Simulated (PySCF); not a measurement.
CH₃BrF₂Ge, singlet, at a GFN2-xTB geometry; CASSCF(6,6)/STO-3G (PySCF).

Input for PySCF:
```python
from pyscf import gto, scf, mcscf
import numpy

mol = gto.Mole()
mol.atom = '''
    C    -2.35982846    0.08720692    0.34248932
    Ge   -0.40470903    0.40376520    0.30882451
    F     0.21918403    0.55433021    1.93464048
    F    -0.05348868    1.99947128   -0.31210729
    Br    0.96436140   -1.04383596   -0.78844865
    H    -2.56620330   -0.86862607    0.81439090
    H    -2.74660346    0.08747872   -0.67205658
    H    -2.82144063    0.88746463    0.91324958
'''
mol.basis = 'sto-3g'
mol.verbose = 4
mol.build()

mf = scf.RHF(mol)
mf.kernel()
mc = mcscf.CASSCF(mf, 6, 6)
mc.fix_spin_(ss=0.0)
mc.kernel()
occ = numpy.linalg.eigvalsh(mc.fcisolver.make_rdm1(mc.ci, mc.ncas, mc.nelecas))[::-1]
ss = mc.fcisolver.spin_square(mc.ci, mc.ncas, mc.nelecas)[0]
print('natural occupations', occ.round(4), ' <S^2>', round(ss, 4))
```

It wrote (shortened):

```
PySCF version 2.14.0

[INPUT] verbose = 4
[INPUT] num. atoms = 8
[INPUT] num. electrons = 94
[INPUT] charge = 0
[INPUT] spin (= nelec alpha-beta = 2S) = 0
[INPUT] symmetry False subgroup None
[INPUT] Mole.unit = angstrom
[INPUT] Symbol           X                Y                Z      unit          X                Y                Z       unit  Magmom
[...]
nuclear repulsion = 705.102875509371
number of shells = 28
number of NR pGTOs = 162
number of NR cGTOs = 54
basis = sto-3g
ecp = {}

******** <class 'pyscf.scf.hf.RHF'> ********
method = RHF
initial guess = minao
damping factor = 0
level_shift factor = 0
DIIS = <class 'pyscf.scf.diis.CDIIS'>
diis_start_cycle = 1
diis_space = 8
diis_damp = 0
SCF conv_tol = 1e-09
SCF conv_tol_grad = None
SCF max_cycles = 50
direct_scf = True
direct_scf_tol = 1e-13
Set gradient conv threshold to 3.16228e-05
Initial guess from minao.
init E= -4825.15788567106
[...]
cycle= 1 E= -4831.61248308233  delta_E= -6.45  |g|= 0.489  |ddm|= 3.19
[...]
cycle= 2 E= -4831.73611945382  delta_E= -0.124  |g|= 0.15  |ddm|= 1.08
[...]
cycle= 3 E= -4831.74627064036  delta_E= -0.0102  |g|= 0.0419  |ddm|= 0.272
[...]
cycle= 4 E= -4831.74775023925  delta_E= -0.00148  |g|= 0.0117  |ddm|= 0.122
[...]
cycle= 5 E= -4831.74787147988  delta_E= -0.000121  |g|= 0.00193  |ddm|= 0.0411
[...]
cycle= 6 E= -4831.74787457764  delta_E= -3.1e-06  |g|= 0.00049  |ddm|= 0.00587
[...]
cycle= 7 E= -4831.74787480716  delta_E= -2.3e-07  |g|= 0.000132  |ddm|= 0.00167
[...]
cycle= 8 E= -4831.74787482669  delta_E= -1.95e-08  |g|= 2.97e-05  |ddm|= 0.00052
[...]
cycle= 9 E= -4831.74787482766  delta_E= -9.68e-10  |g|= 5.44e-06  |ddm|= 0.000121
[...]
Extra cycle  E= -4831.74787482768  delta_E= -1.55e-11  |g|= 2.51e-06  |ddm|= 1.36e-05
converged SCF energy = -4831.74787482768

******** <class 'pyscf.mcscf.mc1step.CASSCF'> ********
CAS (3e+3e, 6o), ncore = 44, nvir = 4
max_cycle_macro = 50
max_cycle_micro = 4
conv_tol = 1e-07
conv_tol_grad = None
orbital rotation max_stepsize = 0.02
orbital rotation threshold for CI restart = 0.01
augmented hessian ah_max_cycle = 30
augmented hessian ah_conv_tol = 1e-12
augmented hessian ah_linear dependence = 1e-14
augmented hessian ah_level shift = 1e-08
augmented hessian ah_start_tol = 2.5
augmented hessian ah_start_cycle = 3
augmented hessian ah_grad_trust_region = 3
kf_trust_region = 3
kf_interval = 4
ci_response_space = 4
ci_grad_trust_region = 3
with_dep4 0
natorb = False
canonicalization = True
sorting_mo_energy = False
[...]
CASCI E = -4831.75341077848  S^2 = 0.0000000
[...]
macro iter  40 ( 11 JK    2 micro), CASSCF E = -4831.79310054392  dE = -1.04879291e-07  S^2 = 0.0000000
               |grad[o]|=0.00481  |grad[c]|=0.00738  |ddm|=0.000491  |maxRot[o]|=1.56e-05
macro iter  41 ( 11 JK    2 micro), CASSCF E = -4831.79310063202  dE = -8.80972948e-08  S^2 = 0.0000000
               |grad[o]|=0.00481  |grad[c]|=0.00738  |ddm|=0.000491  |maxRot[o]|=1.41e-05
macro iter  42 ( 16 JK    4 micro), CASSCF E = -4831.79381510344  dE = -7.14471424e-04  S^2 = 0.0000000
               |grad[o]|=0.00481  |grad[c]|=0.00421  |ddm|=0.00223  |maxRot[o]|=0.043
macro iter  43 ( 12 JK    3 micro), CASSCF E = -4831.79480521597  dE = -9.90112530e-04  S^2 = 0.0000000
               |grad[o]|=0.00431  |grad[c]|=0.0109  |ddm|=0.00383  |maxRot[o]|=0.0654
macro iter  44 ( 21 JK    4 micro), CASSCF E = -4831.79481247895  dE = -7.26297640e-06  S^2 = 0.0000000
               |grad[o]|=0.00332  |grad[c]|=0.00975  |ddm|=0.00267  |maxRot[o]|=0.014
macro iter  45 ( 21 JK    4 micro), CASSCF E = -4831.79483578331  dE = -2.33043638e-05  S^2 = 0.0000000
               |grad[o]|=0.00331  |grad[c]|=0.0134  |ddm|=0.0043  |maxRot[o]|=0.007
macro iter  46 ( 21 JK    4 micro), CASSCF E = -4831.79485503963  dE = -1.92563230e-05  S^2 = 0.0000000
               |grad[o]|=0.00331  |grad[c]|=0.0152  |ddm|=0.00509  |maxRot[o]|=0.00543
macro iter  47 ( 21 JK    4 micro), CASSCF E = -4831.79486822963  dE = -1.31900015e-05  S^2 = 0.0000000
               |grad[o]|=0.00333  |grad[c]|=0.0159  |ddm|=0.00554  |maxRot[o]|=0.00461
macro iter  48 ( 21 JK    4 micro), CASSCF E = -4831.79488001572  dE = -1.17860864e-05  S^2 = 0.0000000
               |grad[o]|=0.00334  |grad[c]|=0.0162  |ddm|=0.00583  |maxRot[o]|=0.004
macro iter  49 ( 21 JK    4 micro), CASSCF E = -4831.79489087728  dE = -1.08615641e-05  S^2 = 0.0000000
               |grad[o]|=0.00334  |grad[c]|=0.0163  |ddm|=0.00606  |maxRot[o]|=0.00359
macro iter  50 ( 21 JK    4 micro), CASSCF E = -4831.79490026288  dE = -9.38559515e-06  S^2 = 0.0000000
               |grad[o]|=0.00335  |grad[c]|=0.0163  |ddm|=0.00615  |maxRot[o]|=0.00336
1-step CASSCF not converged,  50 macro (892 JK 171 micro) steps
CASSCF canonicalization
Density matrix diagonal elements [1.97950712 1.96127966 1.9765189  0.02423402 0.02944518 0.02901512]
CASSCF energy = -4831.79490026288
CASCI E = -4831.79490026288  E(CI) = -7.65147159014850  S^2 = 0.0000000
natural occupations [1.9864 1.9703 1.9616 0.0394 0.0291 0.0132]  <S^2> 0.0
```

Convergence was not reached.
